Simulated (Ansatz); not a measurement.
```xyz
2

Cr    0.0000    0.0000    0.8275
H     0.0000    0.0000   -0.8275
```

Basis set: cc-pVTZ (spherical functions). Correlated methods keep 5 orbitals frozen. Correlation on ROHF uses semicanonical orbitals with singles. Charge 0, multiplicity 6.

Computed with Ansatz (development build ahead of 0.2.0); the reference of a correlated method needn't be the lowest determinant of its kind.

Give the atomization energy at this shape (free ground-state atoms in the same class of orbitals less the molecule, no zero-point energy) of sextet CrH by UHF-CCSD(T), ROHF-CCSD(T).

| method | atomization energy |
| --- | --- |
| UHF-CCSD(T) | 207.3 kJ/mol |
| ROHF-CCSD(T) | 205.0 kJ/mol |

Caution for ROHF-CCSD(T): the reference determinant was not shown to be the lowest.
